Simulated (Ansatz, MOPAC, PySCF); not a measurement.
C2H6 (SMILES CC) and CH6Si (SMILES C[SiH3]) are pulled apart as rigid monomers along the line of their centres of mass, from the B3LYP-D3(BJ)/def2-TZVP minimum. Starting geometry (charge 0, multiplicity 1):
| atom | x (Å) | y (Å) | z (Å) |
|---|---|---|---|
| C | 0.8788 | 0.0867 | 0.4553 |
| C | -0.5102 | 0.6818 | 0.2449 |
| H | 1.5568 | 0.3666 | -0.3534 |
| H | 0.8417 | -1.0033 | 0.4944 |
| H | 1.3262 | 0.4323 | 1.3894 |
| H | -0.4775 | 1.7731 | 0.2272 |
| H | -1.1953 | 0.3836 | 1.0403 |
| H | -0.9429 | 0.3503 | -0.7010 |
| C | -0.4893 | 0.8591 | 4.1542 |
| Si | -0.1254 | -0.9772 | 4.0299 |
| H | 0.0263 | 1.2975 | 5.0106 |
| H | -1.5594 | 1.0345 | 4.2789 |
| H | -0.1638 | 1.3859 | 3.2564 |
| H | 1.3272 | -1.2139 | 3.8493 |
| H | -0.8430 | -1.5797 | 2.8811 |
| H | -0.5604 | -1.6741 | 5.2655 |

Interaction energies with rigid monomers; basis-set methods are counterpoise corrected unless marked otherwise.

Rows in 6-31G* carry no dispersion term and start afresh at each structure (6-31G* with six Cartesian d functions). The state reached by PM7 isn't checked; PM7 holds dispersion and hydrogen-bond terms.

The values were computed with Ansatz (Gaussian orbitals); MOPAC for PM7 (differences of heats of formation); PySCF for 6-31G* rows, the dispersion terms. Values without a source in brackets are computed.

```json
[
 {"H5···Si10 (Å)": "3.03", "PM7 (kcal/mol)": "3.52", "HF/6-31G* (kcal/mol)": "3.61", "PBE-D3(BJ)/def2-TZVPPD (kcal/mol)": "-1.14", "r2SCAN-D4/def2-TZVPPD (kcal/mol)": "-0.81", "B3LYP/6-31G* (no counterpoise) (kcal/mol)": "2.10"},
 {"H5···Si10 (Å)": "3.33", "PM7 (kcal/mol)": "0.53", "HF/6-31G* (kcal/mol)": "1.32", "PBE-D3(BJ)/def2-TZVPPD (kcal/mol)": "-1.79", "r2SCAN-D4/def2-TZVPPD (kcal/mol)": "-1.37", "B3LYP/6-31G* (no counterpoise) (kcal/mol)": "0.59"},
 {"H5···Si10 (Å)": "3.78", "PM7 (kcal/mol)": "-0.70", "HF/6-31G* (kcal/mol)": "0.27", "PBE-D3(BJ)/def2-TZVPPD (kcal/mol)": "-1.45", "r2SCAN-D4/def2-TZVPPD (kcal/mol)": "-1.02", "B3LYP/6-31G* (no counterpoise) (kcal/mol)": "0.05"},
 {"H5···Si10 (Å)": "4.57", "PM7 (kcal/mol)": "-0.49", "HF/6-31G* (kcal/mol)": "0.01", "PBE-D3(BJ)/def2-TZVPPD (kcal/mol)": "-0.61", "r2SCAN-D4/def2-TZVPPD (kcal/mol)": "(withheld)", "B3LYP/6-31G* (no counterpoise) (kcal/mol)": "0.00"},
 {"H5···Si10 (Å)": "5.85", "PM7 (kcal/mol)": "-0.10", "HF/6-31G* (kcal/mol)": "0.00", "PBE-D3(BJ)/def2-TZVPPD (kcal/mol)": "(withheld)", "r2SCAN-D4/def2-TZVPPD (kcal/mol)": "-0.10", "B3LYP/6-31G* (no counterpoise) (kcal/mol)": "0.00"}
]
```

Task: Complete the blanks.

Result: 
- 5.85, PBE-D3(BJ)/def2-TZVPPD (kcal/mol): -0.13
- 4.57, r2SCAN-D4/def2-TZVPPD (kcal/mol): -0.42

Ansatz is an electronic-structure program.
